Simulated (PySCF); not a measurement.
**A small calculation by hand: dipole moment from atomic charges**

GeH4O, SMILES [OH][GeH3]. Atoms are numbered in the order given.

```xyz
6

Ge    -0.0035     0.3411     0.0000
O      0.1136    -1.4381     0.0000
H     -0.7521     0.8181     1.2596
H      1.4518     0.8160     0.0000
H     -0.7521     0.8181    -1.2596
H     -0.7458    -1.8642     0.0000
```

Geometry optimised at PBE0-D3(BJ)/def2-TZVP.

Charges (e) from r2SCAN/def2-TZVPD (PySCF):

| atom | ESP fit | IAO |
|---|---|---|
| Ge1 | 0.384 | 0.722 |
| O2 | -0.609 | -0.776 |
| H3 | -0.073 | -0.111 |
| H4 | -0.016 | -0.086 |
| H5 | -0.073 | -0.111 |
| H6 | 0.387 | 0.362 |

The dipole moment of the full density is 1.42 D.

Q: What dipole moment does each set of point charges give, and which comes closer to that of the density?

A: 
μ = Σ q r, and 1 e Å = 4.8032 D.
ESP fit: Σ q r = (-0.273, 0.153, 0.000) e Å, |μ| = 1.50 D.
IAO: Σ q r = (-0.319, 0.436, 0.000) e Å, |μ| = 2.59 D.
ESP fit comes closer in size. Point charges leave out the atoms' own dipoles (lone pairs, polarised bonds); fits to the potential absorb them, partitions of the density don't.
